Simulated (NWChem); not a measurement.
CHBr₂F; SMILES FC(Br)Br

```xyz
5

F      1.8513    -0.1798     0.0000
C      0.6683     0.4286     0.0000
Br    -0.3067    -0.0353     1.6013
Br    -0.3067    -0.0353    -1.6013
H      0.7959     1.5182     0.0000
```
Atoms are numbered in this order, from 1.

All runs: NWChem. All runs use the structure optimised with PBE0/def2-SVP.

Q: Estimate the computed values for Hartree-Fock/def2-TZVPD. Quantities: highest occupied level (eV); orbital gap (eV); dipole (D).

A: 
```
Property                      Value
---------------------------  ------
highest occupied level (eV)  -11.33
orbital gap (eV)              12.61
dipole (D)                     1.29
```
